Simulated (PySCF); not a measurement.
Several species in one continuum solvent.

All values: CAM-B3LYP/def2-SVPD (PySCF, non-relativistic), each on one gas-phase PBE0-D3(BJ)/def2-SVP geometry that isn't relaxed in the solvent. The solvent is an IEF-PCM continuum (Bondi radii, 1.10 Å for H, scaled by 1.2). Only the electrostatic response of the medium enters.

Question: Order them by E(solvent) − E(gas) in chloroform (ε = 4.711), most negative first (kcal/mol).
A. `[CH3:1][CH:2]([CH3:3])[SiH:4]1[CH2:5][CH2:6]1` with C1–C2–Si4–C5 88°
B. `[CH2:1]=[CH:2][CH2:3][SiH2:4][CH2:5][CH3:6]` with C1–C2–C3–Si4 105°, C2–C3–Si4–C5 -59°, C3–Si4–C5–C6 -59°
C. `[H]/[N:7]=[CH:6]/[SiH2:5][NH:4][C:2]([CH3:1])=[O:3]` with C1–C2–N4–Si5 -179°, C2–N4–Si5–C6 180°, N4–Si5–C6–N7 1°
D. `[CH3:1][C@H:2]1[CH2:3][Si@H:4]([CH3:5])[CH2:6]1` with C1–C2–C3–Si4 99°, C2–C3–Si4–C5 134°, C3–Si4–C6–C2 -16°, C1–C2–C6–Si4 -99°

Answer: C (-6.1), B (-1.2), A (-1.0), D (-0.7).

```json
{"SMILES": "[H]/N=C/[SiH2]NC(C)=O", "charge": "0", "ΔE (kcal/mol)": "-6.1", "polarisation term (kcal/mol)": "-7.1", "HOMO shift (eV)": "-0.01", "dipole gas (D)": "3.80", "dipole solvent (D)": "4.71", "atoms": "15", "lowest singlet, gas (eV)": "4.66", "lowest singlet, solvent (eV)": "4.65"}
{"SMILES": "C=CC[SiH2]CC", "charge": "0", "ΔE (kcal/mol)": "-1.2", "polarisation term (kcal/mol)": "-1.3", "HOMO shift (eV)": "+0.07", "dipole gas (D)": "0.34", "dipole solvent (D)": "0.40", "atoms": "18", "lowest singlet, gas (eV)": "6.73", "lowest singlet, solvent (eV)": "6.58"}
{"SMILES": "CC(C)[SiH]1CC1", "charge": "0", "ΔE (kcal/mol)": "-1.0", "polarisation term (kcal/mol)": "-1.1", "HOMO shift (eV)": "+0.03", "dipole gas (D)": "0.90", "dipole solvent (D)": "1.11", "atoms": "18", "lowest singlet, gas (eV)": "6.48", "lowest singlet, solvent (eV)": "6.52"}
{"SMILES": "C[C@H]1C[Si@H](C)C1", "charge": "0", "ΔE (kcal/mol)": "-0.7", "polarisation term (kcal/mol)": "-0.8", "HOMO shift (eV)": "+0.09", "dipole gas (D)": "0.60", "dipole solvent (D)": "0.76", "atoms": "18", "lowest singlet, gas (eV)": "7.33", "lowest singlet, solvent (eV)": "7.31"}
```

The polarisation term is half the interaction of the solute with the induced surface charges. Singlets are vertical TDDFT energies (frozen core, non-equilibrium response), the lowest in each medium.
